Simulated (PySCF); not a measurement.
Species: CH₈O₂PSi₃ (doublet state).
Z-matrix (Å and degrees, GFN2-xTB geometry), rows numbered from 1:
```
O 
C   1  1.1931
O   2  1.3065  1  125.15
Si  3  1.6684  2  119.12  1    -1.25
P   4  2.1990  3   98.64  2  -173.79
Si  5  2.2214  4  102.54  3   -62.04
Si  5  2.2215  4   98.82  3  -169.52
H   2  1.1042  1  123.65  3  -179.98
H   4  1.4606  3  107.57  2    63.50
H   4  1.4566  3  109.34  2   -57.95
H   6  1.4689  5  106.58  4  -178.93
H   6  1.4673  5  109.35  4    64.20
H   7  1.4641  5  112.31  4    56.84
H   7  1.4600  5  105.98  4   177.02
H   7  1.4599  5  107.27  4   -63.84
```

The hyperfine couplings belong to this conformer and change with its torsions.

The species is `O=CO[SiH2]P([SiH2])[SiH3]` [radical].

Level of theory: UKS B3LYP, pcH-1 on C H O P Si, non-relativistic, mean-field spin-orbit, GIAO in PySCF. Isolated species at its GFN2-xTB geometry (one conformer only). A GFN2-xTB geometry isn't a minimum of the functional, and hyperfine couplings can be far from their values at a DFT geometry, by a factor of two or more for some ions and for spin on atoms past the first row. Stability of the SCF solution: not tested.

(1) Predict the first-order ENDOR lines of H11/H12, H9/H10, H13/H14/H15 and P5 under fast tumbling at B = 1215.6 mT (Q band).

(2) Which pairs are centred on the nuclear Larmor frequency, and which on half the coupling?

(3) At what field would the lower line of P5 fall to zero frequency?

## Answers

(1) ν± = |νn ± a/2|, one line for each electron-spin manifold; νn = |g_N| × 7.62259 MHz/T × B.

```json
{"nuclei": "H11/H12", "isotope": "1H", "g_N": "5.5857", "νn (MHz)": "51.76", "a_iso (MHz)": "48.20", "lower line (MHz)": "27.65", "upper line (MHz)": "75.86"}
{"nuclei": "H9/H10", "isotope": "1H", "g_N": "5.5857", "νn (MHz)": "51.76", "a_iso (MHz)": "1.75", "lower line (MHz)": "50.88", "upper line (MHz)": "52.63"}
{"nuclei": "H13/H14/H15", "isotope": "1H", "g_N": "5.5857", "νn (MHz)": "51.76", "a_iso (MHz)": "0.99", "lower line (MHz)": "51.26", "upper line (MHz)": "52.25"}
{"nuclei": "P5", "isotope": "31P", "g_N": "2.2632", "νn (MHz)": "20.97", "a_iso (MHz)": "5.20", "lower line (MHz)": "18.37", "upper line (MHz)": "23.57"}
```

(2) Centred on νn, since |a| < 2νn: H11/H12, H9/H10, H13/H14/H15 and P5. No pair has |a| > 2νn.

(3) Where νn = |a|/2, that is B = 2.60 MHz/(2.2632 × 7.62259 MHz/T) = 151 mT, as far as first order holds there.

Means are taken over nuclei equivalent by connectivity, which assumes that they swap fast. The three 1H nuclei of mean +1.0 MHz run from -1.4 to 4.7 MHz in the frozen geometry. The 1H value of +1.7 MHz is a mean of couplings from -1.7 to 5.2 MHz in this one geometry, not an average over conformers.

Largest spin populations (Mulliken): Si6 (+0.83) and P5 (+0.13). Si6 is the only atom above +0.15. The angles at Si6 add up to 324.2°, so it is pyramidal.
